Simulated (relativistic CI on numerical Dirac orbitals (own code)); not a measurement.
**Calculated levels, Sc⁹⁺**

These numbers are calculated, not measured: Dirac-Coulomb-Breit CI, orbitals from a KLI potential per configuration, a model potential for QED, unscaled Slater integrals (own radial code, finite nucleus).

CI space (outside the closed core [Ne]): 3s², 3s3p, 3p², 3s3d, 3d², 3p3d, 3p4s, 3s4s, 3s4p, 3d4s, 3s4d, 3s4f, 3s5s, 3s5p, 3s5d, 4s². Levels of other configurations are missing.

```tsv
No.	Configuration	Term	J	E (eV)	%	Lifetime (s)	jj configuration (%)
1	3s²	¹S	0	0.000	97		closed (97)
2	3s3p	³P°	0	19.440	100		3s 3p1/2 (100)
3	3s3p	³P°	1	19.683	99	2.36e-07	3s 3p1/2 (70)
4	3s3p	³P°	2	20.212	100	5.70e-01	3s 3p3/2 (100)
5	3s3p	¹P°	1	29.790	97	7.56e-11	3s 3p3/2 (68)
6	3p²	¹D	2	46.088	74	7.16e-10	3p1/2 3p3/2 (71)
7	3p²	³P	0	46.607	99	9.14e-11	3p1/2^2 (74)
8	3p²	³P	1	46.924	100	8.95e-11	3p1/2 3p3/2 (100)
9	3p²	³P	2	47.515	94	9.11e-11	3p3/2^2 (83)
10	3p²	¹S	0	55.218	94	8.99e-11	3p3/2^2 (70)
11	3s3d	³D	1	56.837	100	6.31e-11	3s 3d3/2 (100)
12	3s3d	³D	2	56.859	100	6.42e-11	3s 3d3/2 (60)
13	3s3d	³D	3	56.895	100	6.61e-11	3s 3d5/2 (100)
14	3s3d	¹D	2	65.353	78	3.50e-11	3s 3d5/2 (47)
15	3p3d	³F°	2	77.367	95	3.43e-10	3p1/2 3d3/2 (90)
16	3p3d	³F°	3	77.706	100	3.81e-10	3p3/2 3d3/2 (49)
17	3p3d	³F°	4	78.109	100	3.65e-10	3p3/2 3d5/2 (100)
18	3p3d	¹D°	2	78.593	95	8.27e-11	3p3/2 3d5/2 (45)
19	3p3d	³P°	2	82.446	75	4.83e-11	3p1/2 3d5/2 (75)
20	3p3d	³P°	1	82.586	50	4.27e-11	3p1/2 3d3/2 (66)
21	3p3d	³P°	0	82.919	100	5.05e-11	3p3/2 3d3/2 (100)
22	3p3d	³D°	1	83.019	50	4.19e-11	3p3/2 3d3/2 (92)
23	3p3d	³D°	3	83.079	100	3.67e-11	3p3/2 3d5/2 (69)
24	3p3d	³D°	2	83.084	76	3.90e-11	3p3/2 3d3/2 (61)
25	3p3d	¹F°	3	89.778	99	3.41e-11	3p3/2 3d3/2 (40)
26	3p3d	¹P°	1	91.430	96	3.67e-11	3p3/2 3d5/2 (61)
27	3s4s	³S	1	111.714	100	1.10e-11	3s 4s (100)
28	3s4s	¹S	0	114.124	99	1.34e-11	3s 4s (99)
29	3d²	³F	2	114.453	100	3.83e-11	3d3/2^2 (68)
30	3d²	³F	3	114.489	100	3.89e-11	3d3/2 3d5/2 (100)
31	3d²	³F	4	114.535	100	3.98e-11	3d5/2^2 (79)
32	3d²	³P	0	117.519	100	2.95e-11	3d3/2^2 (60)
33	3d²	³P	2	117.526	69	3.03e-11	3d3/2 3d5/2 (74)
34	3d²	³P	1	117.532	100	2.97e-11	3d3/2 3d5/2 (100)
35	3d²	¹D	2	117.606	68	3.20e-11	3d5/2^2 (89)
36	3d²	¹G	4	118.042	100	6.53e-11	3d3/2 3d5/2 (79)
37	3s4p	³P°	0	121.203	99	5.00e-11	3s 4p1/2 (99)
38	3s4p	³P°	1	121.254	89	3.69e-11	3s 4p1/2 (90)
39	3s4p	³P°	2	121.481	99	5.06e-11	3s 4p3/2 (99)
40	3s4p	¹P°	1	121.646	84	1.30e-11	3s 4p3/2 (87)
41	3d²	¹S	0	125.627	96	2.55e-11	3d5/2^2 (58)
42	3s4d	³D	1	133.640	100	1.51e-11	3s 4d3/2 (100)
43	3s4d	³D	2	133.650	100	1.51e-11	3s 4d3/2 (64)
44	3s4d	³D	3	133.668	100	1.50e-11	3s 4d5/2 (100)
45	3s4d	¹D	2	134.024	99	1.74e-11	3s 4d5/2 (63)
46	3p4s	³P°	0	136.310	99	1.60e-11	3p1/2 4s (99)
47	3p4s	³P°	1	136.521	97	1.58e-11	3p1/2 4s (79)
48	3p4s	³P°	2	137.116	99	1.59e-11	3p3/2 4s (99)
49	3s4f	³F°	2	138.613	100	5.19e-12	3s 4f5/2 (100)
50	3s4f	³F°	3	138.617	100	5.19e-12	3s 4f5/2 (57)
51	3s4f	³F°	4	138.622	100	5.19e-12	3s 4f7/2 (100)
52	3p4s	¹P°	1	138.869	91	1.01e-11	3p3/2 4s (76)
53	3s4f	¹F°	3	140.204	99	5.22e-12	3s 4f7/2 (57)
54	3s5s	³S	1	156.985	100	1.57e-11	3s 5s (100)
55	3s5s	¹S	0	157.900	100	1.71e-11	3s 5s (100)
56	3s5p	³P°	0	161.478	100	4.75e-11	3s 5p1/2 (100)
57	3s5p	³P°	1	161.515	99	4.66e-11	3s 5p1/2 (76)
58	3s5p	³P°	2	161.609	100	4.86e-11	3s 5p3/2 (100)
59	3s5p	¹P°	1	162.116	98	1.66e-11	3s 5p3/2 (76)
60	3s5d	¹D	2	167.071	89	1.82e-11	3s 5d5/2 (49)
61	3s5d	³D	1	167.224	98	1.77e-11	3s 5d3/2 (98)
62	3s5d	³D	2	167.230	98	1.77e-11	3s 5d3/2 (54)
63	3s5d	³D	3	167.240	98	1.77e-11	3s 5d5/2 (98)
64	3d4s	³D	1	169.882	98	1.05e-11	3d3/2 4s (98)
65	3d4s	³D	2	169.908	98	1.06e-11	3d3/2 4s (61)
66	3d4s	³D	3	169.949	98	1.06e-11	3d5/2 4s (98)
67	3d4s	¹D	2	171.169	89	1.31e-11	3d5/2 4s (56)
```

Energies count from the lowest computed level; ° marks odd parity; lifetimes are radiative, by E1, M1, E2, M2 decay to levels of this space only; some are left blank where a channel outside the calculation adds to the decay or the decay crosses a small, uncertain gap. Filled j subshells are mostly left out of the jj labels.

The mean weight of the leading LS term, summed over parents, in these 67 levels is 94 %, and that of the leading jj configuration (from the same eigenvectors) 81 %, so LS coupling describes them better.

At this charge energies of transitions that change n are usually good to better than 1 %, and those within a shell (Δn = 0) to a few per cent.

LS names give the leading component of a level, which can be under half, so a name can repeat, a term be missing and a line seem to break the LS rules.
